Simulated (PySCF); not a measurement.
A run for PySCF: R-HF/STO-3G on CH4BClO (SMILES CB(O)Cl), a point of a torsion scan.

```python
from pyscf import gto, scf, dft, mp
from pyscf.data.elements import chemcore

mol = gto.M(
    atom='''
    C    -0.87006922   -0.21890621    0.01294540
    B     0.67449980    0.12484027   -0.15835082
    O     1.38506934   -0.12769182   -1.26333480
    Cl    1.56013264    0.87581946    1.12510890
    H    -1.46869858    0.29961037   -0.73470367
    H    -1.05023891   -1.28392103   -0.12627747
    H    -1.25602680    0.05484444    0.98956498
    H     0.94207564   -0.54261718   -2.00364951
    ''',
    basis='sto-3g',
    charge=0, spin=0, verbose=3, max_memory=1800)
mf = scf.RHF(mol)
mf.conv_tol = 1e-8
mf.max_cycle = 100
mf.kernel()
if not mf.converged:
    mf = mf.newton().run(mf.mo_coeff, mf.mo_occ)
```

Program output:

```
converged SCF energy = -592.637576695482
```

The run converged.

Cost: very roughly 0.3 core-seconds.
